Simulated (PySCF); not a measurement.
AlH₂, SMILES [AlH2+], charge +1.

Geometry optimised at PBE-D3(BJ)/def2-TZVPD. The multiplicity is an assumed one; other spin states were not compared. The isomer is the one that the SMILES or the coordinates give; other isomers of the formula were not compared.

The numbers are results of PBE-D3(BJ)/def2-TZVPD (PySCF 2.14.0), not measurements.

Frequencies are harmonic and unscaled.

Modes within 1.5 cm⁻¹ of each other (mostly degenerate sets) share a row, with their intensities summed.

| mode | ν (cm⁻¹) | IR (km/mol) | moving atoms (share of kinetic energy) |
|---|---|---|---|
| 1–2 | 540 | 236.6 | H 93 % |
| 3 | 1941 | 0.0 | H 100 % |
| 4 | 2041 | 0.0 | H 93 % |
